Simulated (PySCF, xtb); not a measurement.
Nb(S)(OH)2(Me) (CH5NbO2S), SMILES [CH3][Nb]([OH])([OH])=[S], multiplicity 1.

GFN2-xTB run with xtb at its own geometry gives an orbital gap of 1.54 eV and a dipole moment of 6.37 D.

Coordinates come from a B3LYP-D3(BJ)/def2-SVP optimisation. The spin state was assumed, not searched. The structure was generated by enumeration; whether it is a known compound was not checked. The def2 effective core potentials stand for the cores of Nb; spin–orbit coupling is left out. One conformer was computed; it need not be the lowest.

Q: What does PBE/def2-TZVP (PySCF) give? (The exact figures need the calculation; the answer reports its results.)

A: gap 3.80 eV (levels -6.39 and -2.59 eV), dipole 1.65 D.
